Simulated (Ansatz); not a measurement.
Cartesian coordinates (Å):
SMILES: [F][SnH3]
```xyz
5

F      1.7808    -0.2523    -0.0763
Sn    -0.1242     0.0176     0.0053
H     -0.3291     1.7002    -0.1320
H     -0.7422    -0.8579    -1.3151
H     -0.5853    -0.6076     1.5181
```
Charge 0, multiplicity 1.

Method: frozen-core CCSD(T)/def2-TZVPP // PBE0-D4/def2-TZVP (Ansatz, a quantum-chemistry and plane-wave program).

- HF energy: -314.58803 Ha
- MP2 correlation energy: -0.58936 Ha

Problem. Estimate the CCSD correlation energy, the (T) correction, the total energy and the T1 diagnostic.

Solution. 
* **CCSD correlation energy**: -0.59920 Ha
* **(T) correction**: -0.01560 Ha
* **CCSD(T) total energy**: -315.20283 Ha
* **T1 diagnostic**: 0.014
